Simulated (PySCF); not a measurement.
# Oscillator strengths, rates and cross-sections

C₆H₁₀OSi.
InChI=1S/C6H10OSi/c1-3-6-7-4-5-8(6)2/h3-6,8H,1H2,2H3/t6-,8-/m1/s1

Method: TDDFT CAM-B3LYP/def2-SVPD, vertical, gas phase, core orbitals frozen in the response (PySCF 2.14.0, density-fitted response routines). Geometry: GFN2-xTB, one conformer, isolated molecule. Torsions of this conformer, `[CH2:1]=[CH:2][C@@H:3]1[O:4][CH:5]=[CH:6][Si@H:7]1[CH3:8]`: C1–C2–C3–O4 -145°.

Computed singlets with f of 0.002 or more:

```csv
state,E (eV),f
S1,6.12,0.147
S2,6.44,0.084
S3,6.50,0.071
S4,6.53,0.011
S5,6.70,0.044
S6,6.74,0.159
S7,6.88,0.017
S8,7.17,0.021
```

Q: Turn these into Einstein A coefficients, radiative lifetimes, transition dipoles and integrated cross-sections.

A: For one non-degenerate pair of states in vacuum, A = 0.6670 f ν̃² s⁻¹ with ν̃ in cm⁻¹, τ = 1/A, |μ|² = 3f / (2ΔE) in atomic units, and the integrated cross-section is ∫σ dE = 109.76 f Mb·eV.

```json
{"state": "S1", "A (s⁻¹)": "2.4×10⁸", "τ": "4.2 ns", "|μ| (D)": "2.52", "∫σ dE (Mb·eV)": "16"}
{"state": "S2", "A (s⁻¹)": "1.5×10⁸", "τ": "6.6 ns", "|μ| (D)": "1.86", "∫σ dE (Mb·eV)": "9.2"}
{"state": "S3", "A (s⁻¹)": "1.3×10⁸", "τ": "7.7 ns", "|μ| (D)": "1.69", "∫σ dE (Mb·eV)": "7.7"}
{"state": "S4", "A (s⁻¹)": "2.0×10⁷", "τ": "49 ns", "|μ| (D)": "0.67", "∫σ dE (Mb·eV)": "1.2"}
{"state": "S5", "A (s⁻¹)": "8.5×10⁷", "τ": "12 ns", "|μ| (D)": "1.31", "∫σ dE (Mb·eV)": "4.8"}
{"state": "S6", "A (s⁻¹)": "3.1×10⁸", "τ": "3.2 ns", "|μ| (D)": "2.50", "∫σ dE (Mb·eV)": "17"}
{"state": "S7", "A (s⁻¹)": "3.5×10⁷", "τ": "28 ns", "|μ| (D)": "0.81", "∫σ dE (Mb·eV)": "1.9"}
{"state": "S8", "A (s⁻¹)": "4.8×10⁷", "τ": "21 ns", "|μ| (D)": "0.89", "∫σ dE (Mb·eV)": "2.4"}
```

These lifetimes count emission to the ground state at the vertical energy alone; relaxation of the geometry and all other decay channels are left out.

Q: What is the integrated cross-section of all computed states together?

A: Σf = 0.554 over S1 to S8, so 109.76 × Σf ≈ 60.8 Mb·eV.

Q: How much energy does a mole of photons resonant with S6 carry?

A: 6.738 eV × 96.485 = 650 kJ/mol (155 kcal/mol).

Q: Suppose S1 emitted 0.3 eV lower with the same transition dipole. How would A change?

A: At fixed |μ|, A goes as the cube of the energy: (5.82/6.12)³ = 0.86, which makes τ about 4.9 ns.
